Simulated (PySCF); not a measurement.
# How the method changes the shape and vibrations of BGeH4 cation

Calculated results; nothing here was measured. They come from PySCF 2.14.0, an open-source quantum chemistry program, on an isolated molecule that a program drew, which may never have been made. The molecule is BGeH4 cation (charge +1, singlet), drawn as the SMILES string `[BH+][GeH3]`.

The geometry was optimised and harmonic frequencies were computed with HF and MP2, all in the cc-pVDZ basis, for the commonest isotopes, with a restricted reference for singlets and an unrestricted one otherwise, and a frozen core in MP2. Germanium has the cc-pVDZ-PP basis, with a core potential (ECP10MDF) in place of its 10 inner electrons, and its 3s, 3p and 3d shells are frozen in MP2. Each result is a local minimum of its method.

Geometry at the HF minimum:
```xyz
6
BGeH4 cation, angstrom
B    -2.0469   -0.8991    0.5807
Ge    0.0064   -1.3055    0.1181
H    -3.1813   -0.6744    0.8363
H     0.0586   -1.0555   -1.3763
H     0.1554   -2.7529    0.5440
H     0.7395   -0.2932    0.9760
```

Lengths of the bonds as drawn, in Å (atoms numbered as above):
```
bond,HF,MP2
B1-Ge2,2.144,2.118
B1-H3,1.184,1.193
Ge2-H4,1.516,1.523
Ge2-H5,1.516,1.523
Ge2-H6,1.516,1.523
```

Rotational constants, in GHz:
```
constant,HF,MP2
A,76.23,75.37
B,8.743,8.913
C,8.743,8.913
```

Harmonic frequencies in cm^-1, each column in rising order, so a row needn't be the same motion in every method:
```
rank    HF   MP2
   1   436   391
   2   436   392
   3   490   497
   4   770   736
   5   770   736
   6   863     ?
   7   938   882
   8   938   882
   9  2301  2239
  10  2309  2257
  11  2309  2257
  12  2897  2819
```

**Estimate the missing MP2 frequency from the HF column.**

A single factor s that minimises the squared misfit of MP2 against s times HF over the other rows is sum(HF x MP2) / sum(HF^2) = 0.9713, with an rms misfit of 21 cm^-1. For rank 6 it gives 0.9713 x 863 = 838 cm^-1. The calculation gives 791 cm^-1, 47 cm^-1 below the estimate. The drawn bonds are on average 0.2 % longer in MP2 than in HF.
